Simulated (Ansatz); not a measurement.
Strength of the C–C bond: C2H4Br2 → CH3 + CHBr2

Species: C2H4Br2 `CC(Br)Br`, singlet; CH3 `[CH3]`, doublet; CHBr2 `Br[CH]Br`, doublet. 

Shapes, held fixed at every level: PBE0-D4/def2-TZVP. Programs: Ansatz 0.2.0. The zero-point and thermal change to 298 K, harmonic and unscaled (PBE0-D4/def2-TZVP), is -24.1 kJ/mol.

```tsv
level	kind	ΔH(298 K) (kJ/mol)	less CCSD(T)/def2-TZVPP
HF/def2-SVP	Hartree–Fock	+254.9	-111.5
PBE-D4/def2-TZVPP	GGA	+360.5	-5.9
r2SCAN-D4/def2-TZVPP	meta-GGA	+335.9	-30.5
BHLYP-D4/def2-TZVPP	global hybrid	+343.5	-22.9
r2SCAN0-D4/def2-TZVPP	global hybrid	+335.8	-30.6
MP2/def2-SVP	perturbation theory	+388.4	+22.0
MP2/def2-TZVPP	perturbation theory	+393.1	+26.7
CCSD(T)/def2-TZVPP	coupled cluster or CI	+366.4	0.0
```

The highest level, CCSD(T)/def2-TZVPP, gives ΔH(298 K) = +366.4 kJ/mol; the levels span +254.9 to +393.1. The column of differences is taken from that level and isn't an error. Hartree–Fock misses the correlation of the pair that is broken and comes out low. No measured value is set beside it here. Open shells run unrestricted unless RO is named. Relativity is left out for Br unless named. Correlated rows may include outer-core shells of Br, which these sets cover unevenly.
